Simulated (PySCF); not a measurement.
Sn(Br)(OH)2(NH2) (BrH₄NO₂Sn), SMILES [OH][Sn]([NH2])([OH])[Br].

Geometry: PBE-D3(BJ)/def2-SVP. The structure was generated by enumeration; whether it is a known compound was not checked. The def2 effective core potentials stand for the cores of Sn; spin–orbit coupling is left out. The values are those of a single conformer.

The numbers are results of PBE-D3(BJ)/def2-SVP run with PySCF, not measurements.

Frequencies are harmonic and unscaled.

| mode | ν (cm⁻¹) | IR (km/mol) | moving atoms (share of kinetic energy) |
|---|---|---|---|
| 1 | 71 | 13.5 | H 43 %, O 40 % |
| 2 | 100 | 6.6 | N 38 %, H 23 %, O 18 %, Br 13 % |
| 3 | 112 | 16.0 | H 62 %, N 15 %, O 11 % |
| 4 | 140 | 36.1 | O 34 %, H 28 %, N 18 %, Sn 17 % |
| 5 | 148 | 8.5 | O 42 %, H 35 %, Sn 12 % |
| 6 | 160 | 21.5 | H 41 %, O 38 % |
| 7 | 184 | 22.2 | O 43 %, H 36 %, N 15 % |
| 8 | 224 | 56.0 | H 54 %, O 23 %, Br 15 % |
| 9 | 252 | 112.8 | Br 41 %, Sn 34 %, H 14 %, O 9 % |
| 10 | 536 | 60.7 | N 77 %, H 9 % |
| 11 | 595 | 69.5 | O 82 %, Sn 11 % |
| 12 | 605 | 65.5 | O 83 %, Sn 15 % |
| 13 | 677 | 61.1 | H 81 %, N 15 % |
| 14 | 844 | 29.9 | H 94 % |
| 15 | 867 | 85.6 | H 92 % |
| 16 | 876 | 60.9 | H 92 % |
| 17 | 1481 | 13.1 | H 92 % |
| 18 | 3390 | 18.8 | H 96 % |
| 19 | 3493 | 15.8 | H 92 %, N 8 % |
| 20 | 3696 | 65.2 | H 94 % |
| 21 | 3701 | 56.6 | H 94 % |
